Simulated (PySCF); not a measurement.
**Si⁺ (silicon, charge +1): BLYP calculation**

Configuration: [Ne] 3s1 3p1 4s1, high-spin 4P determinant (an excited configuration). Calculation: PySCF 2.14, in aug-cc-pV(D+d)Z; the non-relativistic Hamiltonian (point nucleus).

| Quantity | Value |
| --- | --- |
| Total energy | -288.5521 hartree |
| One-electron energy | -392.6458 hartree |
| Hartree (Coulomb) energy | 124.5168 hartree |
| Exchange-correlation energy | -20.4232 hartree |
| Kinetic energy | 287.50400 hartree |
| ⟨S²⟩ | 3.7500 |
| ⟨L²⟩ | 4.382 |
| Sum of ⟨r⟩ | 13.28 bohr |
| Sum of ⟨r²⟩ | 36.63 bohr² |
| Traceless quadrupole moment −½Σ⟨3z² − r²⟩ along its main axis | 3.00 e·bohr² |
| Density at the nucleus (Gaussians lack the cusp) | 1710 bohr⁻³ |
| Spin density at the nucleus | 5.73 bohr⁻³ |
| Langevin diamagnetic susceptibility | -29.0 ×10⁻⁶ cm³/mol |

| shell | electrons | mean orbital energy (eV) | spread (eV) | rms radius, mean of both spins (bohr) |
| --- | --- | --- | --- | --- |
| 1s α | 1 | -1800.1 | 0 | 0.129 |
| 1s β | 1 | -1799.8 | 0 | 0.129 |
| 2s α | 1 | -154.57 | 0 | 0.620 |
| 2s β | 1 | -154.24 | 0 | 0.620 |
| 2p α | 3 | -111.64 | 0.348 | 0.602 |
| 2p β | 3 | -111.27 | 0.616 | 0.602 |
| 3s α | 1 | -23.355 | 0 | 2.12 |
| 3p α | 1 | -15.576 | 0 | 2.42 |
| 4s α | 1 | -6.329 | 0 | 4.83 |

⟨L²⟩ = 4.38 against 2 for a pure P term, so this real determinant mixes terms. The outer electron is Rydberg-like, and this basis confines it to a smaller radius and binds it less than a complete one would. The s, p, d and f populations moved away from the nominal configuration during the SCF.
